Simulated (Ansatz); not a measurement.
Mulliken charges of FGaH4OSSi (`F[SiH](S)[O][GaH2]`) from PBE/def2-TZVPP in Ansatz (PBE0-D4/def2-TZVP geometry).

```csv
atom,x (Å),y (Å),z (Å),charge (e)
F1,-1.555,0.580,1.934,-0.258
Si2,-0.745,0.882,0.603,0.606
S3,1.276,0.094,1.015,-0.217
O4,-1.178,0.017,-0.653,-0.383
Ga5,0.158,-1.276,-0.962,0.265
H6,-0.711,2.344,0.426,-0.072
H7,1.859,0.937,0.144,0.145
H8,1.064,-0.918,-2.180,-0.045
H9,-0.168,-2.660,-0.325,-0.040
```

**Question.** By hand: the dipole of these point charges (1 e Å = 4.8032 D).

**Answer.** Σ q r = (0.445, 0.135, -0.257) e Å, of length 0.531 e Å = 2.55 D.

**Question.** How does the dipole of the full density compare? (Estimate.)

**Answer.** Ansatz gave: (0.374, 0.217, -0.061) e Å, 2.10 D; the point charges give 1.21 times that, at 24° from its direction.

Point charges leave out the atoms' own dipoles, such as those of lone pairs, and Mulliken's split depends on the basis, so the two needn't agree.
